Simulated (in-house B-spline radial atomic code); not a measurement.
Radial electron density of Mo3+, [Ar] 3d10 4s2 4p5 4d3 4f1. Level of theory: non-relativistic B3LYP, spherical fractional occupations, point nucleus, inside a hard spherical wall at 4.96 bohr; calculated with a B-spline radial code for spherical atoms.

Caution: exact exchange at fractional occupations of open shells leaves self-interaction of up to several eV.

Columns: r (bohr), 4πr²n(r) (electrons per bohr), bar.

```
 0.00155    1.369 #
 0.00189    1.979 #
  0.0023    2.831 ##
  0.0028    4.024 ###
 0.00341     5.67 ####
 0.00415    7.892 #####
 0.00505    10.84 #######
 0.00615    14.66 ##########
 0.00749    19.43 #############
 0.00912    25.14 #################
  0.0111    31.58 ######################
  0.0135    38.29 ##########################
  0.0165    44.69 ##############################
    0.02    49.43 ##################################
  0.0244    51.92 ###################################
  0.0297     51.5 ###################################
  0.0362    48.71 #################################
   0.044    45.48 ###############################
  0.0536    44.45 ##############################
  0.0653    47.82 #################################
  0.0795    55.17 ######################################
  0.0968     62.6 ###########################################
   0.118     64.6 ############################################
   0.143    58.69 ########################################
   0.175    47.99 #################################
   0.213     41.4 ############################
   0.259    43.23 #############################
   0.315     48.7 #################################
   0.384    48.04 #################################
   0.467    37.41 #########################
   0.569    22.88 ################
   0.693    13.29 #########
   0.844    10.71 #######
    1.03    10.72 #######
    1.25    9.237 ######
    1.52    6.157 ####
    1.85     3.28 ##
    2.26    1.547 #
    2.75   0.7813 #
    3.35   0.4041 
    4.07    0.135 
    4.91 0.0004488
```

On this grid the curve has 4 maxima, near 0.0244, 0.118, 0.315, 1.03 bohr.

The 4f radial function P(r) = rR(r), positive near the nucleus:

| r (bohr) | P |
| --- | --- |
| 0.0795 | 0.0008201 |
| 0.118 | 0.002903 |
| 0.175 | 0.009184 |
| 0.259 | 0.02542 |
| 0.384 | 0.06157 |
| 0.569 | 0.1306 |
| 0.844 | 0.2455 |
| 1.25 | 0.4047 |
| 1.85 | 0.578 |
| 2.75 | 0.6538 |
| 4.07 | 0.351 |
